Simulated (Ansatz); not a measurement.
Cost and result for the atomization energy of C₃H₉FSi (`CC(F)C[SiH3]`) (14 atoms, 13 bonds).

```xyz
14

C     0.1451   -1.8732    0.8812
C    -0.4434   -0.6626    0.2023
F    -1.3177   -0.0444    1.1019
C     0.5816    0.3561   -0.2490
Si   -0.1674    1.9783   -0.8488
H     0.8064   -2.4060    0.1943
H     0.7255   -1.5710    1.7560
H    -0.6434   -2.5560    1.2024
H    -1.0604   -0.9701   -0.6505
H     1.2823    0.5647    0.5671
H     1.1701   -0.0727   -1.0670
H    -1.2602    1.6973   -1.8194
H    -0.7051    2.7903    0.2704
H     0.8867    2.7693   -1.5407
```

The species carries charge 0 and has multiplicity 1. Geometry: relaxed with PBE0-D4/def2-TZVP. It is one conformer, not always the lowest. Program: Ansatz. All runs use 4 threads of an Intel Xeon on a shared host. Times are those of one run each, without the atoms' runs, and a repeat can differ threefold. Electronic energies, without spin–orbit coupling; frozen cores. CCSD(T)/CBS adds CCSD(T) − MP2 in def2-TZVPP to the MP2 limit, and its time is that of the two runs behind it. T1 = 0.011. B3LYP takes the VWN-RPA correlation (the form of Gaussian; ORCA's B3LYP/G). HSE06 is the plane-wave form, built on full-range PBE exchange.

CCSD(T)/CBS is a level of theory with its own doubt, some kJ/mol a heavy atom from the limit and from the frozen cores, so smaller differences don't rank the functionals.

```
                             level  functions  wall time  atomization (kcal/mol)  difference from CCSD(T)/CBS  per bond
            LDA (SPW92)/def2-TZVPP        292      1.7 s                  1387.9                        159.8      12.3
   PBE-D4/def2-TZVPP (with forces)        292      3.2 s                  1241.7                         13.6       1.0
               HSE06-D4/def2-TZVPP        292      4.1 s                  1228.9                          0.8       0.1
           CAM-B3LYP-D4/def2-TZVPP        292      4.3 s                  1234.3                          6.2       0.5
r2SCAN-D4/def2-TZVPP (with forces)        292        5 s                  1229.3                          1.2       0.1
             r2SCANh-D4/def2-TZVPP        292      5.5 s                  1224.3                         -3.8      -0.3
 B3LYP-D4/def2-TZVPP (with forces)        292        6 s                  1227.3                         -0.8      -0.1
                  CCSD(T)/def2-SVP        119      6.5 s                  1173.6                        -54.5      -4.2
               PBE-QIDH/def2-TZVPP        292        7 s                  1221.3                         -6.8      -0.5
                ωB97X-V/def2-TZVPP        292      8.5 s                  1232.0                          3.9       0.3
                    MP2/def2-QZVPP        568       31 s                  1225.9                         -2.2      -0.2
                CCSD(T)/def2-TZVPP        292    3.3 min                  1201.0                        -27.1      -2.1
                 CCSD(T)/CBS(def2)          –    3.8 min                  1228.1                          0.0       0.0
```

In def2-TZVPP, CCSD(T) changes the Hartree–Fock value by +273.5 kcal/mol (the triples alone add +13.6 kcal/mol) and MP2 by +282.4 kcal/mol; breaking electron pairs costs correlation energy, which Hartree–Fock lacks. From BLYP to BHLYP (50 % exact exchange), in def2-TZVPP and without D4, the atomization energy moves by −11.4 kcal/mol: exact exchange takes away binding that semilocal exchange gives to molecules. At CCSD(T), def2-SVP lies −54.5 kcal/mol from the extrapolated value and def2-TZVPP −27.1 kcal/mol: correlation converges slowly with the basis, and small sets miss more of it in the bonded molecule than in its fragments.
